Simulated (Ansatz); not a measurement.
`[SiH3]CB[AsH2]` + HI → `[SiH3]CI` + `B[AsH2]`  (substitution at a C–B bond)

Isolated molecules relaxed with PBE0-D4/def2-TZVP in Ansatz; ΔE leaves out vibrations. CCSD(T)/CBS is the MP2 limit (def2-TZVPP, def2-QZVPP) plus CCSD(T) − MP2 in def2-TZVPP, frozen cores. DFT in def2-TZVPP. B3LYP here is the variant with VWN-RPA as its local correlation; programs differ in this. Elements past krypton have def2 core potentials. For As, I outer-core shells are correlated without core-valence functions, which leaves a few kJ/mol of doubt a bond. Scalar relativity is left out up to krypton. Each species was taken in one conformer, which may not be the lowest.

```tsv
level	ΔE (kJ/mol)	difference from CCSD(T)/CBS
PBE-D4	74.8	10.0
B3LYP-D4	71.0	6.2
B2PLYP	67.0	2.2
BHLYP	68.2	3.4
LC-ωPBE	77.7	12.9
MP2/def2-SVP	84.1	19.3
HF/def2-TZVPP	61.7	-3.1
SCS-MP2/def2-TZVPP	64.7	-0.1
CCSD(T)/def2-TZVPP	70.4	5.6
SCS-MP2/def2-QZVPP	61.8	-3.0
CCSD(T)/CBS	64.8	0
```

(1) What do rigid-rotor, harmonic-oscillator terms from PBE0-D4/def2-TZVP frequencies (298.15 K, 1 bar) make of the CCSD(T)/CBS value? (Estimate.)

Largest T1 diagnostic among the species: 0.014.

Results:

(1) Computed: ΔZPE = +5.0 kJ/mol, ΔH = +67.6 kJ/mol, ΔS = 14 J/(mol·K), ΔG = +63.6 kJ/mol. Modes under 50 cm⁻¹ make the entropy rough.

From BLYP to BHLYP (50 % exact exchange), in def2-TZVPP and without D4, ΔE moves by +4.6 kJ/mol. In def2-TZVPP, CCSD(T) changes the Hartree–Fock value by +8.8 kJ/mol (the triples alone add −0.3 kJ/mol) and MP2 by +7.6 kJ/mol. At CCSD(T), def2-SVP lies +18.6 kJ/mol from the extrapolated value and def2-TZVPP +5.6 kJ/mol.
